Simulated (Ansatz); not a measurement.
A nudged elastic band was laid between two geometries of C₂H₈SSi (12 atoms, charge 0, multiplicity 1).

Level of theory: RKS B3LYP/def2-SVP (Ansatz).

| Property | Result |
| --- | --- |
| movable images | 9 |
| climbing image | yes |
| spring | 5.0 eV/Å² |
| optimiser | quadratic models (default) |
| start path | through a guess of the saddle point |
| force threshold | 0.05 eV/Å |
| iteration limit | 60 |
| end points | relaxed |

First end point:

```xyz
12
Properties=species:S:1:pos:R:3
Si 0.045 -0.459 0.234
S 1.423 -1.581 -1.024
H -0.235 -1.242 1.476
C 0.757 1.219 0.716
C -1.528 -0.275 -0.785
H 2.401 -1.672 -0.091
H 0.037 1.779 1.337
H 1.686 1.112 1.299
H 0.983 1.820 -0.179
H -2.293 0.277 -0.213
H -1.330 0.281 -1.715
H -1.946 -1.258 -1.054
```

Last end point:

```xyz
12
Properties=species:S:1:pos:R:3
Si -0.480 -0.222 0.924
S 1.335 -1.748 -0.469
H 1.014 -2.935 0.095
C 0.627 1.344 0.634
C -1.620 -0.050 -0.632
H 2.349 -1.536 0.403
H 0.010 2.205 0.958
H 1.527 1.357 1.271
H 0.923 1.542 -0.412
H -2.365 0.728 -0.369
H -1.123 0.282 -1.560
H -2.196 -0.967 -0.842
```

**Question.** What changes between the two ends?

**Answer.** Bonds broken: Si1–S2, Si1–H3. Bonds formed: S2–H3. C2H8SSi becomes C2H6Si + H2S.

**Question.** Give the energies along the band, and the barrier.

**Answer.** It converged. The highest image is number 6 of 0 to 10, 2.79 eV above the first end and 0.26 eV above the last; the last end lies 2.54 eV above the first. A vibrational analysis at the climbing image gives one clearly imaginary mode, 532i cm⁻¹: a first-order saddle point. The orbitals stay closed-shell, which can raise the energy where a bond breaks towards radicals; this wasn't checked here.

```tsv
image	path coordinate (Å)	energy (eV)	Si1–S2 (Å)	Si1–H3 (Å)	S2–H3 (Å)
0	0.00	0.00	2.18	1.49	3.02
1	0.34	0.02	2.18	1.49	2.98
2	0.67	0.17	2.18	1.49	2.81
3	1.01	0.64	2.23	1.48	2.52
4	1.35	1.55	2.36	1.48	2.19
5	1.68	2.48	2.54	1.54	1.88
6	2.02	2.79	2.71	1.73	1.56
7	2.48	2.71	2.95	2.24	1.38
8	2.95	2.63	2.89	2.71	1.35
9	3.41	2.55	2.77	3.13	1.35
10	3.88	2.54	2.75	3.21	1.35
```

**Question.** What is the geometry of the highest image?

**Answer.** 
```xyz
12
Properties=species:S:1:pos:R:3
Si -0.352 -0.352 0.727
S 1.378 -1.917 -0.655
H 0.507 -1.854 0.642
C 0.676 1.256 0.706
C -1.599 -0.158 -0.702
H 2.432 -1.468 0.065
H 0.037 2.066 1.103
H 1.564 1.195 1.354
H 0.991 1.545 -0.310
H -2.400 0.519 -0.353
H -1.158 0.285 -1.610
H -2.077 -1.115 -0.967
```

**Question.** What are the harmonic wavenumbers there?

**Answer.** 532i, 109, 136, 136, 149, 228, 237, 375, 524, 619, 643, 718, 737, 782, 890, 1083, 1248, 1255, 1346, 1418, 1425, 1429, 1439, 2676, 3013, 3015, 3097, 3098, 3126, 3128 cm⁻¹.

The band took 9 iterations and about 5 core-minutes.

The run took 2.6 min on 2 threads of Intel(R) Xeon(R) Platinum 8488C (Sapphire Rapids), with other jobs on the host, peak memory 0.24 GiB.
